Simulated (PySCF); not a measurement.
Computed shifts of a molecule C3H11NSi2, PBE/pcSseg-1 run with PySCF, GIAO, gas phase, atoms alike by connectivity averaged where their shifts nearly agree, in ppm (number of nuclei): ¹³C: 150.0 (1), 90.6 (1), 44.7 (1). ¹⁵N: 80.0 (1). ²⁹Si: -52.8 (1), -75.0 (1). ¹H: 6.31 (1), 5.01 (3), 4.37 (1), 4.27 (1), 4.15 (3), 3.28 (2). References: ¹³C against TMS (σ = 182.0 ppm); ¹⁵N against NH3 (σ = 267.0 ppm); ²⁹Si against TMS (σ = 335.4 ppm); ¹H against TMS (σ = 31.49 ppm), references at their B3LYP-D3(BJ)/def2-TZVP geometries, non-relativistic. Coordinates come from a B3LYP-D3(BJ)/def2-SVP optimisation. The values are those of a single conformer.

Pick the molecule that these values belong to.
A) C=CN([SiH3])C[SiH3]
B) N[SiH2][C@H]1C[C@@H]1[SiH3]
C) C1C[SiH2]NC[SiH2]1
D) C[C@@H]1C[SiH2][Si@H]1N

A, C=CN([SiH3])C[SiH3]
